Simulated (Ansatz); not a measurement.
PBE exchange is replaced step by step with exact exchange (0 % is PBE, 25 % PBE0; no dispersion term), basis def2-TZVPD, Ansatz. System: Hf3⁻ (the lowest doublet isomer of a short search). Total charge -1; doublet. Geometry: PBE-D4/def2-TZVPD.

Geometry of the doublet:

```xyz
3

Hf    0.525    1.029    1.017
Hf   -0.388   -1.533    0.430
Hf   -0.137    0.505   -1.448
```

In the def2 sets Hf takes a core potential; there is no spin–orbit coupling. At PBE-D4/def2-TZVPD, PBE with 5 % exact exchange/def2-TZVPD, PBE with 10 % exact exchange/def2-TZVPD, PBE with 15 % exact exchange/def2-TZVPD and others the charge -1 doublet is spin-contaminated (final ⟨S²⟩ up to 2.16, 0.75 for a pure state). At PBE-D4/def2-TZVPD, PBE with 5 % exact exchange/def2-TZVPD, PBE with 10 % exact exchange/def2-TZVPD, PBE with 15 % exact exchange/def2-TZVPD and others the highest occupied level of the charge -1 doublet lies above zero (up to 0.90 eV). Its loss leaves the charge 0 triplet, which lies 0.85 eV higher (vertical, at PBE-D4/def2-TZVPD), but this difference is unsure: the triplet is doubtful (geometry relaxed on an unsound state). The geometry of the doublet was relaxed on an unsound state (⟨S²⟩ 1.78, where a pure state has 0.75). At PBE0-D4/def2-TZVPD a quartet of charge -1 lies 0.13 eV below the doublet, each at its own geometry. The structure comes from a short search, and lower isomers may exist.

HOMO and LUMO are taken over both spins.

```
exact exchange (%)  HOMO (eV)  LUMO (eV)  gap (eV)   ⟨S²⟩
                 0       0.90       1.15      0.25  1.798
                 5       0.77       1.29      0.52  1.818
                10       0.64       1.40      0.75  1.850
                15       0.50       1.55      1.05  1.869
                25       0.22       1.83      1.60  1.923
                35      -0.05       2.07      2.12  2.000
                50      -0.47       2.43      2.90  2.157
```
